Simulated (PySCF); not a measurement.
C7H5N, charge -1, doublet, at a GFN2-xTB geometry (a state made from the parent by changing its charge; the spin is typed, not shown lowest) (in this run its highest filled SCF level lies above zero, so its values depend strongly on the basis, on diffuse functions most of all). Base run: PySCF with TPSS/3-21G.

Input for PySCF:
```python
from pyscf import gto, scf, dft

mol = gto.M(
    atom='''
N     3.144770    0.559628    0.021020
C     1.988361    0.353839    0.013291
C     0.639637    0.113827    0.004275
C    -0.316437    1.183381    0.092675
C    -1.655097    0.929425    0.082524
C    -2.153095   -0.383154   -0.014392
C    -1.231655   -1.443138   -0.101819
C     0.112449   -1.219682   -0.094038
H     0.055633    2.200508    0.167871
H    -2.360355    1.755367    0.150559
H    -3.219392   -0.572907   -0.021519
H    -1.607749   -2.461512   -0.177083
H     0.813498   -2.045841   -0.162061
''',
    basis='3-21g',
    charge=-1,
    spin=1,
    verbose=4,
    symmetry=True,
)

mf = dft.UKS(mol)
mf.xc = 'tpss'
mf.kernel()
mf.analyze()
```

Variants of this job, named by their change:

```
change                                                   ΔE vs base (mEh)  point group used  SCF cycles
-------------------------------------------------------  ----------------  ----------------  ----------
base                                                                0.000               C2v          13
irrep_nelec = A1:(15, 15) A2:(2, 1) B1:(4, 3) B2:(7, 8)             261.5               C2v          14
irrep_nelec = A1:(14, 15) A2:(1, 1) B1:(5, 3) B2:(8, 8)             362.0               C2v          18
symmetry_subgroup = C2                                              0.000                C2          13
symmetry = off                                                      0.000                C1          13
irrep_nelec = A1:(14, 15) A2:(2, 1) B1:(4, 3) B2:(8, 8)             291.4               C2v          17
symmetry_subgroup = Cs                                              0.000                Cs          13
irrep_nelec = A1:(16, 15) A2:(1, 1) B1:(4, 3) B2:(7, 8)             348.9               C2v          15
```

Open shells are given as the SCF converged; they aren't shown to be the lowest states, and a large step between rows can be another state.
